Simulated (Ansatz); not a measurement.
Ansatz results at the PBE0-D4/def2-TZVP geometry: LUMO energy (PBE/def2-TZVPP) -1.22 eV; HOMO–LUMO gap (PBE0/def2-TZVPP) 6.58 eV; HOMO energy (B3LYP/def2-TZVPP) -6.67 eV.

Each molecule was computed in one conformer, which needn't be the lowest.

(1) Which molecule gave them?
A. `C=C(O)S[SiH3]`
B. `N=C(O)CO`
C. `[F][GeH2][SiH2]Cl`
D. `BC/C(C)=C\F`

Results:

(1) A. The others give `BC/C(C)=C\F`: -1.86, 6.43, -7.10; `N=C(O)CO`: -0.82, 8.04, -7.54; `[F][GeH2][SiH2]Cl`: -1.79, 7.38, -8.12.

B3LYP here is the variant with VWN-RPA as its local correlation; programs differ in this.
